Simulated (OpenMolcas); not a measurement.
Si2+: effect of the basis set

```
Program             : OpenMolcas
Method              : SS-CASPT2, IPEA 0.25 Eh, imaginary shift 0.1 Eh (closed shells correlated: 2s 2p)
Active space        : 2 electrons in 4 orbitals (3s 3p)
State averaging     : 2S+1 = 3 even, 3 roots; 2S+1 = 1 even, 7 roots; 2S+1 = 3 odd, 3 roots; 2S+1 = 1 odd, 3 roots
Spin-orbit coupling : state interaction with AMFI integrals over the reference wave functions, term energies averaged over their components
```

A. ANO-RCC-VDZP [4s3p1d], DKH2, point nucleus; CASPT2 step about 1.8 core-seconds
B. ANO-L-VTZP [5s4p2d1f], non-relativistic, point nucleus; CASPT2 step of the order of 2.5 core-seconds
C. ANO-RCC-VTZP [5s4p2d1f], DKH2, point nucleus; CASPT2 step of the order of 1.4 core-seconds
D. ANO-R2 [5s4p3d1f], X2C, finite nucleus; CASPT2 step of the order of 1.4 core-seconds
E. ANO-RCC-VQZP [6s5p3d2f1g], DKH2, point nucleus; CASPT2 step roughly 1.9 core-seconds
F. ANO-R3 [6s5p4d2f1g], X2C, finite nucleus; CASPT2 step about 3 core-seconds

Energies in cm⁻¹ above 3s² ¹S₀, the measured ground level; measured values from NIST levels in Kelleher and Podobedova, J. Phys. Chem. Ref. Data 37, 1285 (2008).

| Level | A | B | C | D | E | F | Measured |
| --- | --- | --- | --- | --- | --- | --- | --- |
| 3s² ¹S₀ | 0.0 | 0.0 | 0.0 | 0.0 | 0.0 | 0.0 | 0.0 |
| 3s 3p ³P°₀ | 51560 | 51370 | 51920 | 52050 | 52070 | 52450 | 52725 |
| 3s 3p ³P°₁ | 51670 | 51480 | 52020 | 52160 | 52180 | 52560 | 52853 |
| 3s 3p ³P°₂ | 51880 | 51700 | 52240 | 52380 | 52400 | 52780 | 53115 |
| 3s 3p ¹P°₁ | 86870 | 85290 | 85370 | 84590 | 84630 | 84300 | 82884 |
| 3p² ³P₀ | 129070 | 128510 | 129510 | 129160 | 129570 | 129820 | 129708 |
| 3p² ³P₁ | 129170 | 128620 | 129620 | 129270 | 129680 | 129930 | 129842 |
| 3p² ³P₂ [67 %] | 129370 | 128800 | 129790 | 129450 | 129790 | 130050 | 130101 |
| 3p² ¹D₂ [67 %] | 131590 | 129670 | 130440 | 130110 | 130110 | 130390 | 122215 |
| 3p² ¹S₀ | 157140 | 154650 | 154750 | 154290 | 153550 | 153680 | 153444 |

Deviations, from unrounded energies. A percentage is the sum of absolute deviations over the sum of measured energies, with the sign that they share, or ± where signs differ.

```tsv
Against measurement	Levels	A	B	C	D	E	F
mean absolute deviation (cm-1)	9	2500	2100	1700	1600	1400	1200
other configurations (%)	9	±2.5	±2.1	±1.7	±1.6	±1.4	±1.2
```

F lies closest to measurement on these levels and A furthest from it. The largest miss of F in the table is 3p² ¹D₂ [67 %], by +8200 cm-1. The ranking rests on the paired levels alone, and a cruder setting can come out closer through cancelling errors.

Among A to F the level of the table that moves most is 3p² ¹S₀, by 3600 cm-1 (lowest in E, highest in A). Moves below CASPT2's spread within the term are not significant.

Term energies are means over components that CASPT2 splits; among the terms shown or strongly mixed into the levels shown the widest spread is 420 cm-1 (3p² ¹D, A). Over all roots computed the reference weight is 0.92 to 1.00 in A, 0.92 to 1.00 in B, 0.92 to 1.00 in C, 0.91 to 0.99 in D, 0.92 to 0.99 in E, 0.91 to 0.98 in F; the roots of lowest weight are the least certain, and an intruder state may touch them. The ¹D term of p² mixes with s d, which this space lacks. Some levels mix across a computed gap that differs much from the measured one, so their mixing is not that of the real levels (holds for C; D; E; F). Measured partners are found by configuration, term and J. A level has none where our copy of the source lacks it or the pairing is in doubt (some pairs that miss far off the trend of their configuration count as doubtful), and it then counts in no deviation. Levels of configurations outside the active space are missing.

A share in square brackets marks a mixed level and gives the weight of the term that names it, the lowest over the columns. ° marks odd parity.
